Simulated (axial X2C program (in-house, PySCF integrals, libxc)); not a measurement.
Potential curves of ZrO⁻, 2c

All values were computed with an in-house all-electron X2C program for linear molecules (integrals from PySCF). Two-component (2c) means X2C with spin–orbit coupling and atomic mean-field two-electron Coulomb and Gaunt terms. Basis: Zr dyall-acv3z [12s13p10d6f3g], O dyall-av3z [7s6p3d2f] (cores contracted in-house); Gaussian nuclei, density fitting, unrestricted open shells. Masses: Zr 89.905 u, O 15.995 u.

State: Ω = 3/2 (⟨Sz⟩ = -0.50, ⟨Lz⟩ = 2.00 at B97-3). Energies in kJ/mol from the lowest point of each curve. Fits are polynomials in 1 − R0/R over 0.85 to 1.23 times the lowest point R0.

```json
{"R (Å)": "1.5173", "B97-3": "148.13"}
{"R (Å)": "1.5870", "B97-3": "63.25"}
{"R (Å)": "1.6394", "B97-3": "25.69"}
{"R (Å)": "1.6917", "B97-3": "5.82"}
{"R (Å)": "1.7440", "B97-3": "0.00"}
{"R (Å)": "1.8050", "B97-3": "7.00"}
{"R (Å)": "1.8661", "B97-3": "25.26"}
{"R (Å)": "1.9446", "B97-3": "60.36"}
{"R (Å)": "2.0405", "B97-3": "114.45"}
{"R (Å)": "2.1800", "B97-3": "203.21"}
```

The state is one determinant whose occupation by symmetry is held fixed; it was picked as the lowest of a PBE0 search that is not exhaustive. Density functionals use the spin component along the axis (collinear). Without a current term, density functionals place determinants with orbital angular momentum somewhat too high. The highest occupied level of some functionals is positive through self-interaction error; at Hartree–Fock it is bound.

(1) Fit the B97-3 curve near its minimum: give the equilibrium distance and the harmonic wavenumber.

Answers

(1) At B97-3, 2c: Re = 1.743 Å, ωe ≈ 916 cm⁻¹; Be follows as 0.409 cm⁻¹.
